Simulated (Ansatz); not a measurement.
Species: C8H10SSi, SMILES `C=Cc1ccc(S)c([SiH3])c1` (C–C–C–C torsion 0°, C–C–S–H torsion -24°) (charge 0, multiplicity 1).

Q: Give a relaxed geometry from B3LYP-D3(BJ)/def2-SVP run with Ansatz (an electronic-structure program).

A: Several could match; the one computed here: the end point of this relaxation, one of several conformers (outside a Z-matrix the atoms follow the SMILES, hydrogens last).
Bonds (Å): C1–C2 1.341, C1–H11 1.093, C1–H12 1.092, C2–C3 1.470, C2–H13 1.096, C3–C4 1.407, C3–C10 1.405, C4–C5 1.389, C4–H14 1.092, C5–C6 1.405, C5–H15 1.093, C6–S7 1.782, C6–C8 1.412, S7–H16 1.351, C8–Si9 1.887, C8–C10 1.404, Si9–H17 1.491, Si9–H18 1.491, Si9–H19 1.492, C10–H20 1.094. Angles (°): C2–C1–H11 122.6, C2–C1–H12 120.8, H11–C1–H12 116.6, C1–C2–C3 127.4, C1–C2–H13 118.1, C3–C2–H13 114.5, C2–C3–C4 123.3, C2–C3–C10 119.4, C4–C3–C10 117.4, C3–C4–C5 121.1, C3–C4–H14 120.1, C5–C4–H14 118.9, C4–C5–C6 120.6, C4–C5–H15 119.5, C6–C5–H15 119.9, C5–C6–S7 121.4, C5–C6–C8 120.0, S7–C6–C8 118.6, C6–S7–H16 96.8, C6–C8–Si9 122.8, C6–C8–C10 117.9, Si9–C8–C10 119.2, C8–Si9–H17 111.1, C8–Si9–H18 107.5, C8–Si9–H19 111.5, H17–Si9–H18 109.3, H17–Si9–H19 108.4, H18–Si9–H19 109.1, C3–C10–C8 123.0, C3–C10–H20 118.1, C8–C10–H20 118.9.
